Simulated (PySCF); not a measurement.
# Computed records: B$_{2}$H$_{7}$NSi, BFH$_{5}$NSi

Calculation on a computer-drawn molecule: the log of a Hartree-Fock and frozen-core CCSD(T) single point meant for a local Hartree-Fock minimum, with one planted fault or none, to be diagnosed. Offsets are logged minus clean, where the clean run is the same molecule without the fault. The reference is restricted for singlets and unrestricted otherwise, and also for a bond in bohr or an excited solution. Adding or removing an electron swaps singlet and doublet. The excited solution moves the top pair (singlet) or top alpha electron (doublet) to the lowest empty orbital. Highest occupied and lowest empty are orbital energies over both spins, largest force is the largest gradient component, triples share is (T) over the correlation energy, the T1 limit is 0.02 restricted and 0.045 unrestricted, electrons count all cores, a negative frequency is imaginary (commonest isotopes), and the dipole is about the centre of nuclear charge. Program: PySCF 2.14.0.

Common to all runs: meant charge 0; meant multiplicity 1; meant basis cc-pV(D+d)Z; logged SCF converged yes; logged CC converged yes; logged SCF stable within its kind yes; possible faults no fault, one electron removed, one electron added, multiplicity raised by two, geometry at a saddle point, SCF held on an excited solution, minimal basis STO-3G, one bond length entered in bohr, all coordinates scaled.

(1) B$_{2}$H$_{7}$NSi

Logged structure:
```xyz
11
B2H7NSi
B      0.8253     1.4645     1.8695
Si     0.5554    -0.0872     0.5818
B     -1.1756    -1.1132     0.8812
N      1.9177    -1.1647     0.6357
H      1.8896     1.7157     2.3688
H     -0.0877     2.1998     2.1338
H      0.3488     0.5844    -0.7491
H     -1.2367    -2.3128     0.8307
H     -2.2025    -0.5230     1.0840
H      2.8409    -0.7748     0.5776
H      1.8471    -2.7684    -0.3748
```

- logged electrons: 38
- logged basis functions: 100
- logged spin squared: 0.8105
- logged highest occupied: -10.14 eV
- logged lowest empty: 1.0853 eV
- logged largest force: 0.016332 hartree/bohr
- logged T1 diagnostic: 0.061162
- logged D1 diagnostic: 0.33823
- logged triples share: 0.034653
- logged dipole magnitude: 1.1253 debye
- logged energy HF: -396.65418 hartree
- logged energy CCSD(T): -397.1536 hartree
- planted fault: one bond length entered in bohr, row 10 of the drawn bonds
- HF energy offset from clean run: 84.96 kcal/mol
- CCSD(T) energy offset from clean run: 90.25 kcal/mol

Drawn bonds:
```tsv
atom	other atom	order
1	2	1
2	3	1
2	4	1
1	5	1
1	6	1
2	7	1
3	8	1
3	9	1
4	10	1
4	11	1
```

Notes: T1 above single-reference limit.

(2) B$_{2}$H$_{7}$NSi

Logged structure:
```xyz
11
B2H7NSi
B      0.8253     1.4645     1.8695
Si     0.5554    -0.0872     0.5818
B     -1.1756    -1.1132     0.8812
N      1.9177    -1.1647     0.6357
H      1.8896     1.7157     2.3688
H     -0.0877     2.1998     2.1338
H      0.3488     0.5844    -0.7491
H     -1.2367    -2.3128     0.8307
H     -2.2025    -0.5230     1.0840
H      2.8409    -0.7748     0.5776
H      1.8803    -2.0133     0.1009
```

- logged electrons: 38
- logged basis functions: 100
- logged spin squared: 2.0251
- logged highest occupied: -7.3563 eV
- logged lowest empty: -1.1352 eV
- logged largest force: 0.046541 hartree/bohr
- logged T1 diagnostic: 0.023846
- logged D1 diagnostic: 0.12506
- logged triples share: 0.026563
- logged dipole magnitude: 3.4157 debye
- logged energy HF: -396.67464 hartree
- logged energy CCSD(T): -397.17515 hartree
- planted fault: multiplicity raised by two
- HF energy offset from clean run: 72.11 kcal/mol
- CCSD(T) energy offset from clean run: 76.73 kcal/mol

Drawn bonds:
```tsv
atom	other atom	order
1	2	1
2	3	1
2	4	1
1	5	1
1	6	1
2	7	1
3	8	1
3	9	1
4	10	1
4	11	1
```

(3) BFH$_{5}$NSi

Logged structure:
```xyz
9
BFH5NSi
B     -1.3371     2.8251     0.4271
Si    -0.2129     1.3615     1.2662
N      1.0362     0.9274     0.1909
F     -1.2463     0.1404     1.5861
H     -1.6131     3.8448     0.9949
H     -1.7543     2.6911    -0.6914
H      0.4209     1.6694     2.5609
H      1.8098     0.3706     0.5033
H      0.8344     0.7395    -0.7734
```

- logged electrons: 41
- logged basis functions: 90
- logged spin squared: 0.7602
- logged highest occupied: -0.4716 eV
- logged lowest empty: 8.723 eV
- logged largest force: 0.060199 hartree/bohr
- logged T1 diagnostic: 0.011544
- logged D1 diagnostic: 0.031009
- logged triples share: 0.021406
- logged dipole magnitude: 7.3899 debye
- logged energy HF: -470.46892 hartree
- logged energy CCSD(T): -471.07686 hartree
- planted fault: one electron added
- HF energy offset from clean run: 11.86 kcal/mol
- CCSD(T) energy offset from clean run: 0.3734 kcal/mol

Drawn bonds:
```tsv
atom	other atom	order
1	2	1
2	3	1
2	4	1
1	5	1
1	6	1
2	7	1
3	8	1
3	9	1
```
